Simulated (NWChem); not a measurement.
Molecule: GaNH4O; SMILES [NH2][GaH][OH]

```xyz
7

Ga    -0.3328    -0.0211    -0.0001
H     -1.8806    -0.0948     0.0005
O      0.5749    -1.5608    -0.0001
H      1.5327    -1.4744     0.0017
N      0.6099     1.5252    -0.0004
H      1.6198     1.5941     0.0006
H      0.1754     2.4395     0.0030
```
Atoms are numbered in this order, from 1.

All runs: NWChem. Pople sets run with spherical d functions. The geometry was optimised at PBE0/def2-SVP. Level M06-2X/6-31G*: energy and gradient on several grids; changes count from the extra-fine grid, which is no exact limit either.

**Question.** Which is the coarsest grid (coarse; medium; xfine; fine; xcoarse) from which on the energy stays within 100 μHa and each gradient component within 200 μHa/bohr of xfine?

**Answer.** medium.
```tsv
grid	size of the energy change (μHa)	largest change of a gradient component (μHa/bohr)	time, medium = 1 (rough)
xcoarse	20000	4000	about 1
coarse	200	400	about 1
medium	30	100	about 1
fine	< 10	40	about 1
xfine	< 10	< 30	2
```
